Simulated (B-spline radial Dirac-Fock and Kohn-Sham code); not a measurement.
**Dipole and non-dipole photoemission parameters of Tb²⁺ 4s**

System: terbium as Tb²⁺ in the configuration 1s2 2s2 2p6 3s2 3p6 3d10 4s2 4p6 4d10 4f9 5s2 5p6; threshold 402.9 eV (orbital energy of the model). These are calculated numbers from a B-spline atomic structure program; the model is Dirac-Hartree-Slater photoionisation with a Latter tail; cross sections with all multipoles, angular parameters from the dipole term and its interference with E2.

For linearly polarised light dσ/dΩ = σ/(4π) [1 + β P₂(cos θ) + (δ + γ cos²θ) sin θ cos φ], with θ from the polarisation vector and φ the angle between the beam and the projection of the electron momentum on the plane normal to the polarisation.

| hν (eV) | σ (kb) | β | γ |
| --- | --- | --- | --- |
| 429 | 93.0 | 1.868 | 0.426 |
| 431 | 92.9 | 1.869 | 0.429 |
| 439 | 92.1 | 1.873 | 0.441 |
| 467 | 87.8 | 1.886 | 0.477 |
| 600 | 69.7 | 1.916 | 0.522 |
| 749 | 54.4 | 1.933 | 0.515 |
| 963 | 39.4 | 1.945 | 0.472 |
| 979 | ? | ? | ? |
| 1330 | 24.9 | 1.955 | 0.375 |
| 1980 | 13.2 | 1.963 | 0.213 |
| 2460 | 9.19 | 1.966 | 0.116 |
| 3680 | 4.53 | 1.971 | -0.047 |
| 6000 | 1.82 | 1.974 | -0.137 |
| 8047.8 | 1.03 | 1.975 | -0.088 |
| 8810 | 0.857 | 1.975 | -0.052 |
| 11200 | 0.527 | 1.976 | 0.097 |
| 12000 | 0.457 | 1.976 | 0.154 |
| 13400 | 0.363 | 1.976 | 0.259 |
| 15000 | 0.286 | 1.975 | 0.385 |

Question: Give the values at 979 eV.

Answer: σ = 38.5 kb, β = 1.945, γ = 0.468. For an s subshell δ is negligible.
